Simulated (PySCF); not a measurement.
Species: C4H9FOSi.
SMILES with atom numbers: `[CH3:1][O:2][Si@@H:3]1[CH2:4][CH2:5][C@H:6]1[F:7]` (hydrogens: H8, H9, H10 on C1; H11 on Si3; H12, H13 on C4; H14, H15 on C5; H16 on C6)

Cartesian coordinates in Å at the GFN2-xTB level; atoms count from 1:
```xyz
16
C4H9FOSi angstrom
C      2.8605    0.0382    0.0816
O      1.5536    0.2307   -0.3791
Si     0.2070    0.5241    0.4642
C     -0.9240   -0.9133    1.0294
C     -2.0771   -0.3620    0.1673
C     -1.2996    0.6268   -0.7137
F     -1.9414    1.8503   -0.8212
H      2.9398   -0.9095    0.6173
H      3.1558    0.8469    0.7522
H      3.5217    0.0231   -0.7847
H      0.3535    1.6047    1.4358
H     -1.1836   -1.0126    2.0799
H     -0.6046   -1.8937    0.6782
H     -2.7831    0.1983    0.7776
H     -2.6244   -1.1211   -0.3891
H     -1.1619    0.2781   -1.7397
```

The closed-shell SCF was solved with PySCF and density fitting under several settings on one GFN2-xTB geometry (grid level 2 and gas phase unless stated).

```tsv
settings	basis functions	SCF cycles	E (Eh)	HOMO (eV)	LUMO (eV)	dipole (D)
PBE0/pcSseg-1	171	12	-621.8649	-7.48	0.44	3.06
B3LYP/def2-SVPD	222	14	-622.1048	-7.34	-0.17	2.98
```

Q: Estimate the rows for these settings: (1) PBE0/pcSseg-0, energy threshold 1e-08 Eh; (2) B97-D/6-31G*, IEF-PCM water; (3) B3LYP/pcSseg-0, damping 0.3 at the start, DIIS from the seventh cycle, energy threshold 1e-08 Eh.

A: 
```tsv
settings	basis functions	SCF cycles	E (Eh)	HOMO (eV)	LUMO (eV)	dipole (D)
PBE0/pcSseg-0, energy threshold 1e-08 Eh	85	9	-620.7969	-7.50	0.60	3.43
B97-D/6-31G*, IEF-PCM water	120	14	-622.1348	-5.75	0.17	3.24
B3LYP/pcSseg-0, damping 0.3 at the start, DIIS from the seventh cycle, energy threshold 1e-08 Eh	85	13	-621.3211	-7.19	0.44	3.38
```

Q: Over all rows, what range does the HOMO–LUMO gap span?

A: From 5.92 eV (B97-D/6-31G*, IEF-PCM water) to 8.10 eV (PBE0/pcSseg-0, energy threshold 1e-08 Eh). The functional of the narrowest has no exact exchange, that of the widest 25 % exact exchange.

Q: And the dipole moment?

A: From 2.98 D (B3LYP/def2-SVPD) to 3.43 D (PBE0/pcSseg-0, energy threshold 1e-08 Eh); the largest is 1.15 times the smallest, and the median is 3.24 D.

Q: Compare two rows with the functional PBE0: PBE0/pcSseg-1 and PBE0/pcSseg-0, energy threshold 1e-08 Eh. Which energy is lower, and by how much?

A: PBE0/pcSseg-1 (171 functions) lies 1.0680 Eh or 670 kcal/mol below PBE0/pcSseg-0, energy threshold 1e-08 Eh (85 functions).

B97-D ran without the empirical dispersion term, which would shift the total energy alone. Cycle counts include a coarse-grid stage where the run had one. All basis functions are spherical, in the Pople sets too. Geometry: GFN2-xTB, one conformer.
